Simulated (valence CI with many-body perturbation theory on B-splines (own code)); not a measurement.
## Which ion has this spectrum?

A relativistic CI+MBPT calculation for an atom or ion with 33 electrons gives these levels (cm⁻¹):

| J | Parity | E | g |
| --- | --- | --- | --- |
| 3/2 | odd | 0 | 1.39 |
| 3/2 | odd | 406043 | 1.45 |
| 5/2 | odd | 443892 | 1.20 |
| 1/2 | odd | 491452 | 0.66 |
| 3/2 | odd | 903896 | 1.29 |
| 3/2 | even | 1033357 | 0.84 |
| 5/2 | even | 1037524 | 1.49 |
| 1/2 | even | 1157266 | 2.17 |
| 3/2 | even | 1180219 | 1.13 |
| 5/2 | even | 1196222 | 1.21 |
| 3/2 | even | 1436814 | 1.01 |
| 5/2 | even | 1443419 | 0.99 |
| 1/2 | even | 1445010 | 0.29 |
| 3/2 | even | 1463284 | 1.45 |

The energies are calculated, and their last digits are not significant.

Task: Which is it?
A. Tm36+
B. Ho34+
C. Yb37+
D. Gd31+

Result: B. Ho34+, ground level (4s^2 4p1/2^2 4p3/2) J=3/2.
